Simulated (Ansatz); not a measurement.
C₂H₇AsO (`OCC[AsH2]`), relaxed with RKS PBE-D4/def2-SVP in Ansatz from a rough embedded geometry. The force threshold is 0.03 eV/Å; the program also tests the step.

The species carries charge 0 and has multiplicity 1.

Start:

```xyz
11

O    -1.428    0.403    0.425
C    -0.117    0.749    0.460
C     0.686   -0.531    0.470
As    0.592   -1.516   -1.285
H    -1.969    1.299    0.425
H     0.123    1.351    1.376
H     0.165    1.378   -0.444
H     0.432   -1.154    1.276
H     1.818   -0.245    0.624
H     0.711   -0.261   -2.111
H    -1.014   -1.471   -1.217
```

| step | energy (eV) | largest force (eV/Å) | largest move (Å) |
| --- | --- | --- | --- |
| 1 | -65050.6790 | 3.829 | 0.000 |
| 2 | -65051.0497 | 0.940 | 0.153 |
| 3 | -65051.1064 | 0.297 | 0.116 |
| 4 | -65051.1111 | 0.223 | 0.039 |
| 5 | -65051.1157 | 0.093 | 0.017 |
| 6 | -65051.1166 | 0.045 | 0.016 |
| 7 | -65051.1173 | 0.026 | 0.035 |

End:

```xyz
11

O    -1.482    0.437    0.444
C    -0.111    0.787    0.501
C     0.726   -0.481    0.437
As    0.548   -1.581   -1.228
H    -1.995    1.261    0.369
H     0.131    1.327    1.453
H     0.187    1.466   -0.337
H     0.457   -1.154    1.279
H     1.802   -0.233    0.547
H     0.720   -0.378   -2.182
H    -0.983   -1.450   -1.282
```

It took 14 s on 4 threads of a server CPU on a shared host, with 0.17 GiB of host memory at the peak.
